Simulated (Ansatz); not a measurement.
Harmonic frequencies (cm⁻¹) at PBE0-D4/def2-TZVP from Ansatz: 172, 186, 197, 250, 252, 425, 553, 680, 683, 741, 1026, 3925.

Each molecule was computed in one conformer, which needn't be the lowest.

(1) Which molecule is it?
A. `[NH]=[Ta]([OH])([F])[F]`
B. `[F][Ta]([F])([F])=[S]`
C. `[O]=[Ta]([OH])([F])[F]`
D. `[O]=[Ta]([F])([F])[F]`

## Answers

(1) C.
